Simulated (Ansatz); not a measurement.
Species: [Ta(F)5] (charge 0, multiplicity 1).

Task: Give a relaxed geometry from PBE-D3(BJ)/def2-SVP run with Ansatz (a quantum-chemistry and plane-wave program).

Result: the end point of this relaxation.
Cartesian coordinates (Å) in one orientation:
```xyz
6

Ta     0.000     0.000     0.000
F     -1.149     0.656     1.321
F     -0.701    -0.712    -1.580
F      0.060     1.719    -0.801
F      1.850     0.055     0.258
F     -0.061    -1.719     0.802
```
